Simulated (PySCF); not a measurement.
C2H6OSi2, SMILES C#C[SiH2][SiH2]O, GFN2-xTB optimised geometry.

```
11

C      2.10     1.23     0.00
C      0.90     1.23     0.00
Si    -0.96     1.18     0.00
Si    -1.71    -0.96     0.48
O     -1.19    -2.03    -0.63
H      3.15     1.25     0.00
H     -1.39     2.17     0.99
H     -1.34     1.69    -1.33
H     -3.15    -1.14     0.34
H     -1.29    -1.41     1.81
H     -0.26    -2.17    -0.81
```

Density from CAM-B3LYP/def2-TZVP (PySCF 2.14.0) at that geometry.

Minimum of the electron density along straight lines between bonded atoms, close to the bond critical point (lines longer than 1.1 times the sum of covalent radii, or with two minima, are not listed):

| bond | length / Å | ρ at the minimum / e bohr⁻³ | ∇²ρ there / e bohr⁻⁵ | position (fraction from the first atom) |
|---|---|---|---|---|
| C1–C2 | 1.203 | ? | -1.31 | 0.52 |
| C2–Si3 | 1.856 | 0.113 | ? | 0.61 |
| Si3–Si4 | 2.309 | 0.103 | -0.20 | 0.62 |
| Si4–O5 | 1.631 | 0.141 | ? | 0.41 |
| C1–H6 | 1.053 | 0.299 | -1.16 | 0.66 |
| Si3–H7 | 1.470 | 0.124 | 0.17 | 0.49 |
| Si3–H8 | 1.473 | 0.124 | 0.16 | 0.49 |
| Si4–H9 | 1.461 | 0.128 | 0.17 | 0.49 |
| Si4–H10 | 1.471 | 0.125 | 0.16 | 0.49 |
| O5–H11 | 0.952 | 0.362 | -2.50 | 0.81 |

Question: Complete the blanks.

Answer: 
- C1–C2, ρ at the minimum / e bohr⁻³: 0.427
- C2–Si3, ∇²ρ there / e bohr⁻⁵: 0.28
- Si4–O5, ∇²ρ there / e bohr⁻⁵: 0.87
